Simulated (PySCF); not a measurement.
Electron correlation in F (fluorine, neutral)

[He] 2s2 2p5, 2P determinant. All numbers are calculated (PySCF 2.14, scalar relativity by spin-free X2C-1e, in x2c-TZVPall (5s3p2d1f, 31 functions)). Frozen: 1s2; 7 electrons correlated.

MP2 pair energies summed by pair of shells (mhartree):

```csv
pair,energy,share (%)
2p-2p,-121.97,61.6
2s-2p,-66.10,33.4
2s-2s,-9.92,5.0
```

Total MP2 correlation energy: -197.99 mhartree.

Same-spin part -47.94 and opposite-spin part -150.05 mhartree; SCS-MP2 scales them by 1/3 and 6/5 to -196.04 mhartree.

```json
{"level": "CCSD", "correlation energy (mhartree)": "-210.00"}
{"level": "(T)", "correlation energy (mhartree)": "-3.44"}
{"level": "CCSD(T)", "correlation energy (mhartree)": "-213.44"}
```

Diagnostics: T1 = 0.0062, D1 = 0.0108, largest double amplitude 0.036.

Problem. Is a single reference adequate?

Solution. Yes: T1 lies below 0.03 and no double amplitude reaches 0.07.
